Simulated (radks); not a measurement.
Results of a calculation; reference values are marked as such.
Task: The mean radii <r> (bohr) of the occupied orbitals of an atom or ion are listed with their occupations. Code: a radial shooting solver on a logarithmic mesh with Libxc functionals. Model: Dirac Kohn-Sham, relativistic LDA (MacDonald-Vosko exchange, VWN5 correlation), spin-unpolarised, spherical densities, finite nucleus; Fermi nuclear charge, rms radius of each element as measured or else 0.836 A^(1/3) + 0.57 fm.

| orbital | occ. | <r> |
|---|---|---|
| 1s1/2 | 2 | 0.02200 |
| 2s1/2 | 2 | 0.09308 |
| 2p1/2 | 2 | 0.07769 |
| 2p3/2 | 4 | 0.08450 |
| 3s1/2 | 2 | 0.2448 |
| 3p1/2 | 2 | 0.2343 |
| 3p3/2 | 4 | 0.2473 |
| 3d3/2 | 4 | 0.2191 |
| 3d5/2 | 6 | 0.2232 |
| 4s1/2 | 2 | 0.5521 |
| 4p1/2 | 2 | 0.5628 |
| 4p3/2 | 4 | 0.5918 |
| 4d3/2 | 4 | 0.6231 |
| 4d5/2 | 6 | 0.6330 |
| 5s1/2 | 2 | 1.267 |
| 5p1/2 | 2 | 1.380 |
| 5p3/2 | 4 | 1.451 |
| 4f5/2 | 5 | 0.7598 |
| 6p1/2 | 1 | 3.068 |

Name the element and its charge.

Result: Z = 64, gadolinium, charge +4: Gd4+ in [Xe] 4f(5/2: 5, 7/2: 0) 6p(1/2: 1, 3/2: 0). The 1s radius gives Z: for a bare nucleus <r> = (2 gamma + 1)/(2Z) with gamma = sqrt(1 - (Z/c)^2), 0.02163 bohr for Z = 64, and screening makes it slightly larger (0.02200 here). The occupations add up to 60, and the charge is Z minus that.
